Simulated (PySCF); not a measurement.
Cl$_{4}$Ta (SMILES [Cl][Ta+]([Cl])([Cl])[Cl]), charge +1, singlet, geometry from GFN2-xTB (such geometries of metal compounds can be far from the true shape) (the multiplicity is a formal guess) (core potentials on Ta); PySCF with HF/def2-TZVP.

The PySCF input:
```python
from pyscf import gto, scf

mol = gto.M(
    atom='''
Ta   -0.000000    0.000000    0.000000
Cl    1.751719   -0.591193   -1.166053
Cl    0.611799    0.475255    2.043904
Cl   -0.922573    1.759172   -0.912076
Cl   -1.440945   -1.643233    0.034225
''',
    basis='def2-tzvp',
    ecp={'Ta': 'def2-tzvp'},
    charge=1,
    spin=0,
    verbose=4,
)

mf = scf.RHF(mol)
mf.kernel()
```

Question: Predict the main parts of the log of this PySCF run.

Answer: 
```
PySCF version 2.14.0

[INPUT] verbose = 4
[INPUT] num. atoms = 5
[INPUT] num. electrons = 80
[INPUT] charge = 1
[INPUT] spin (= nelec alpha-beta = 2S) = 0
[INPUT] symmetry False subgroup None
[INPUT] Mole.unit = angstrom
[INPUT] Symbol           X                Y                Z      unit          X                Y                Z       unit  Magmom
[INPUT]  1 Ta     0.000000000000   0.000000000000   0.000000000000 AA    0.000000000000   0.000000000000   0.000000000000 Bohr   0.0
[INPUT]  2 Cl     1.751719000000  -0.591193000000  -1.166053000000 AA    3.310269157197  -1.117192856760  -2.203520816727 Bohr   0.0
[INPUT]  3 Cl     0.611799000000   0.475255000000   2.043904000000 AA    1.156132553283   0.898101789330   3.862418784903 Bohr   0.0
[INPUT]  4 Cl    -0.922573000000   1.759172000000  -0.912076000000 AA   -1.743410299918   3.324353286003  -1.723573844789 Bohr   0.0
[INPUT]  5 Cl    -1.440945000000  -1.643233000000   0.034225000000 AA   -2.722991410561  -3.105260328847   0.064675876613 Bohr   0.0

nuclear repulsion = 471.087413503747
number of shells = 66
number of NR pGTOs = 314
number of NR cGTOs = 188
basis = def2-tzvp
ecp = {'Ta': 'def2-tzvp'}

******** <class 'pyscf.scf.hf.RHF'> ********
method = RHF
initial guess = minao
damping factor = 0
level_shift factor = 0
DIIS = <class 'pyscf.scf.diis.CDIIS'>
diis_start_cycle = 1
diis_space = 8
diis_damp = 0
SCF conv_tol = 1e-09
SCF conv_tol_grad = None
SCF max_cycles = 50
direct_scf = True
direct_scf_tol = 1e-13
Set gradient conv threshold to 3.16228e-05
Initial guess from minao.
init E= -1874.3736634186
  HOMO = -0.57442181148079  LUMO = -0.20513817342642  gap/eV = 10.04872
cycle= 1 E= -1894.36916797404  delta_E=  -20  |g|= 0.842  |ddm|= 8.31
  HOMO = -0.687418531679447  LUMO = -0.272349993646115  gap/eV = 11.29459
cycle= 2 E= -1894.37983840861  delta_E= -0.0107  |g|= 0.454  |ddm|= 0.785
  HOMO = -0.669320807387493  LUMO = -0.147874662772005  gap/eV = 14.18927
cycle= 3 E= -1894.41996597844  delta_E= -0.0401  |g|= 0.224  |ddm|= 0.509
  HOMO = -0.672449206937912  LUMO = -0.183476560064274  gap/eV = 13.30562
cycle= 4 E= -1894.43233702055  delta_E= -0.0124  |g|= 0.0127  |ddm|= 0.164
  HOMO = -0.672730960432715  LUMO = -0.183257487375879  gap/eV = 13.31925
cycle= 5 E= -1894.43242585256  delta_E= -8.88e-05  |g|= 0.00399  |ddm|= 0.0181
  HOMO = -0.672852556821615  LUMO = -0.18292047574866  gap/eV = 13.33173
cycle= 6 E= -1894.43243920406  delta_E= -1.34e-05  |g|= 0.00148  |ddm|= 0.00633
  HOMO = -0.672916788974763  LUMO = -0.182847647788568  gap/eV = 13.33546
cycle= 7 E= -1894.43244210439  delta_E= -2.9e-06  |g|= 0.000287  |ddm|= 0.00427
  HOMO = -0.672960686307906  LUMO = -0.182810366571317  gap/eV = 13.33767
cycle= 8 E= -1894.43244217704  delta_E= -7.27e-08  |g|= 5.11e-05  |ddm|= 0.000746
  HOMO = -0.6729510244479  LUMO = -0.182799701509956  gap/eV = 13.33770
cycle= 9 E= -1894.43244217772  delta_E= -6.79e-10  |g|= 1.26e-05  |ddm|= 6.04e-05
  HOMO = -0.672951862418428  LUMO = -0.182804193839295  gap/eV = 13.33760
Extra cycle  E= -1894.43244217774  delta_E= -2.27e-11  |g|= 8.91e-06  |ddm|= 1.52e-05
converged SCF energy = -1894.43244217774
```
